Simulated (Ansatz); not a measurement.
Steps of a relaxation of C₂H₅FSSi (`CC1(F)[SiH2]S1`) with RKS PBE0-D4/def2-TZVP.

```sh
$ ansatz run in.yaml --threads 4 --pin off --events-out ev --progress --plain --max-ram 10444MiB
```

```yaml
crystal:
  periodic: [false, false, false]
  atoms:
    - {symbol: C, position_ang: [-0.867593, 0.279116, -1.075045]}
    - {symbol: C, position_ang: [-0.233334, 0.368653, 0.290728]}
    - {symbol: F, position_ang: [-1.152505, 0.823070, 1.215850]}
    - {symbol: Si, position_ang: [1.147221, -0.730491, 0.952791]}
    - {symbol: S, position_ang: [1.407006, 1.305201, 0.378672]}
    - {symbol: H, position_ang: [-1.748117, -0.394533, -1.031344]}
    - {symbol: H, position_ang: [-0.153605, -0.112265, -1.823077]}
    - {symbol: H, position_ang: [-1.212471, 1.281044, -1.405611]}
    - {symbol: H, position_ang: [1.140605, -1.074650, 2.409544]}
    - {symbol: H, position_ang: [1.755894, -1.796247, 0.090391]}
basis:
  gaussian: {orbitals: def2-TZVP}
hamiltonian: {xc: pbe0, dispersion: d4}
relax: {f_tol: 0.005, max_steps: 150}
```

Positions (Å) and forces (eV/Å) along the path, 6 of 6 steps:

```xyz
10
step=1 energy=-23575.6758 eV
C    -0.868    0.279   -1.075   -0.163    0.064   -0.132
C    -0.233    0.369    0.291    0.344   -0.088    0.025
F    -1.153    0.823    1.216    0.273   -0.072   -0.286
Si    1.147   -0.730    0.953   -0.133    0.464   -0.164
S     1.407    1.305    0.379   -0.488   -0.724    0.156
H    -1.748   -0.395   -1.031    0.432    0.312   -0.011
H    -0.154   -0.112   -1.823   -0.310    0.185    0.398
H    -1.212    1.281   -1.406    0.177   -0.478    0.156
H     1.141   -1.075    2.410    0.015    0.091   -0.324
H     1.756   -1.796    0.090   -0.147    0.247    0.183
10
step=2 energy=-23575.7185 eV
C    -0.865    0.278   -1.070   -0.042   -0.014   -0.022
C    -0.235    0.354    0.289    0.241    0.076    0.039
F    -1.147    0.825    1.206    0.065   -0.059   -0.074
Si    1.141   -0.727    0.948   -0.090    0.210   -0.074
S     1.392    1.284    0.382   -0.217   -0.255    0.023
H    -1.737   -0.387   -1.033    0.125    0.090   -0.010
H    -0.153   -0.110   -1.804   -0.093    0.046    0.095
H    -1.199    1.272   -1.396    0.059   -0.140    0.056
H     1.146   -1.060    2.392   -0.004    0.002   -0.082
H     1.742   -1.780    0.089   -0.043    0.045    0.049
10
step=3 energy=-23575.7240 eV
C    -0.860    0.275   -1.066    0.004    0.011    0.007
C    -0.229    0.360    0.288    0.100   -0.012    0.015
F    -1.143    0.818    1.205   -0.023    0.031    0.015
Si    1.138   -0.717    0.942   -0.022   -0.031   -0.001
S     1.386    1.284    0.381   -0.063   -0.003   -0.007
H    -1.727   -0.389   -1.026   -0.013   -0.012    0.003
H    -0.151   -0.112   -1.797    0.011   -0.007   -0.017
H    -1.193    1.263   -1.391   -0.012    0.023   -0.019
H     1.137   -1.061    2.379    0.006    0.004    0.016
H     1.725   -1.773    0.087    0.013   -0.002   -0.013
10
step=4 energy=-23575.7244 eV
C    -0.860    0.276   -1.066   -0.011   -0.010   -0.002
C    -0.229    0.359    0.289    0.044    0.025   -0.016
F    -1.143    0.822    1.205   -0.026    0.005    0.018
Si    1.136   -0.720    0.943    0.005   -0.016    0.005
S     1.382    1.282    0.381   -0.011   -0.003    0.001
H    -1.727   -0.388   -1.026   -0.004   -0.002   -0.003
H    -0.151   -0.113   -1.797    0.001   -0.002   -0.003
H    -1.193    1.264   -1.393    0.001    0.003    0.000
H     1.140   -1.061    2.381    0.001    0.000    0.000
H     1.729   -1.773    0.086    0.000    0.001   -0.001
10
step=5 energy=-23575.7245 eV
C    -0.860    0.276   -1.066   -0.006   -0.003   -0.002
C    -0.228    0.361    0.289    0.014    0.005   -0.012
F    -1.144    0.822    1.205   -0.011    0.003    0.008
Si    1.136   -0.721    0.943    0.004   -0.005    0.003
S     1.381    1.282    0.382   -0.002   -0.001    0.001
H    -1.728   -0.388   -1.025    0.002    0.002    0.001
H    -0.152   -0.114   -1.797   -0.001    0.000    0.001
H    -1.192    1.264   -1.394    0.002   -0.002    0.001
H     1.140   -1.062    2.381    0.000    0.000   -0.003
H     1.729   -1.772    0.085   -0.002    0.002    0.001
10
step=6 energy=-23575.7245 eV
C    -0.860    0.275   -1.066    0.000    0.001    0.000
C    -0.228    0.361    0.289    0.000   -0.001   -0.002
F    -1.144    0.822    1.205    0.000    0.000    0.000
Si    1.136   -0.721    0.943    0.000    0.001    0.001
S     1.381    1.283    0.383    0.000    0.000    0.001
H    -1.728   -0.387   -1.024    0.000    0.000    0.001
H    -0.152   -0.115   -1.797    0.000    0.000    0.000
H    -1.192    1.264   -1.395    0.000    0.000    0.000
H     1.141   -1.062    2.381    0.000    0.000    0.000
H     1.729   -1.771    0.084    0.000    0.000    0.000
```

Hardware: 4 threads of an Arm Neoverse V1 on a shared host. Wall time 24 s, peak host memory 0.53 GiB.
